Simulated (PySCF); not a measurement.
Radial density of Sn (tin, neutral)

UHF, [Kr] 4d10 5s1 5p2 5d1, one real determinant (an excited configuration). Calculation: PySCF 2.14, in aug-cc-pV5Z-PP with ECP28MDF (8s8p6d4f3g2h, 139 functions); scalar relativity through the core potential. This is the valence pseudo-density: the core potential removes the inner electrons and smooths the orbitals near the nucleus.

```csv
r (bohr),4πr²ρ (e/bohr),4πr²(ρα − ρβ)
0.00374,1.061e-05,0.0000
0.00629,2.679e-05,0.0000
0.0106,6.366e-05,0.0000
0.0178,0.0001352,0.0000
0.0299,0.0002513,0.0000
0.0503,0.0004511,0.0000
0.0847,0.001494,0.0000
0.142,0.01355,0.0001
0.240,0.2074,0.0015
0.403,3.666,0.0528
0.678,20.71,0.1830
1.14,14.19,0.0024
1.92,2.828,1.3019
3.23,0.9615,0.9373
5.42,0.2251,0.2251
9.12,0.08949,0.0895
15.3,0.0001720,0.0002
```

⟨L²⟩ = 7.99 against 12 for a pure F term, so this real determinant mixes terms. Energies and moments cover only the electrons outside the core potential. The outer electron is Rydberg-like, and this basis confines it to a smaller radius and binds it less than a complete one would.
